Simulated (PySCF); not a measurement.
C2H3Br2Cl. Atoms are numbered in the order given.

```xyz
8

C     -1.8309    -0.7218     0.0000
C     -0.3418    -0.4371     0.0000
Cl     0.5875    -1.9655     0.0000
Br     0.1376     0.6107    -1.6046
Br     0.1376     0.6107     1.6046
H     -2.0928    -1.3067     0.9032
H     -2.3982     0.2280     0.0000
H     -2.0928    -1.3067    -0.9032
```

Geometry optimised at PBE-D3(BJ)/def2-SVP.

All values below come from PBE-D3(BJ)/def2-SVP run with PySCF.

Frequencies are harmonic and unscaled.

```
mode  ν (cm⁻¹)  IR (km/mol)  moving atoms (share of kinetic energy)
----  --------  -----------  --------------------------------------
1          155          0.0                 Br 77 %, Cl 12 %, C 9 %
2          186          0.0                        Cl 55 %, Br 34 %
3          256          0.5                Cl 40 %, Br 40 %, C 16 %
4          273          3.0                 C 43 %, Br 30 %, H 25 %
5          304          2.0        C 41 %, Cl 27 %, H 23 %, Br 10 %
6          305          0.0                                  H 99 %
7          445         10.0        C 60 %, Cl 17 %, H 12 %, Br 10 %
8          586        115.4                          C 79 %, H 15 %
9          653        105.4                 C 69 %, Cl 16 %, H 14 %
10        1033         57.8                          H 64 %, C 36 %
11        1042         48.6                          H 62 %, C 38 %
12        1057         18.0                          C 87 %, H 12 %
13        1333         13.2                          H 77 %, C 23 %
14        1393          4.5                                  H 97 %
15        1394          3.5                                  H 97 %
16        2987          1.3                                  H 97 %
17        3090          1.1                          H 90 %, C 10 %
18        3100          0.7                          H 90 %, C 10 %
```
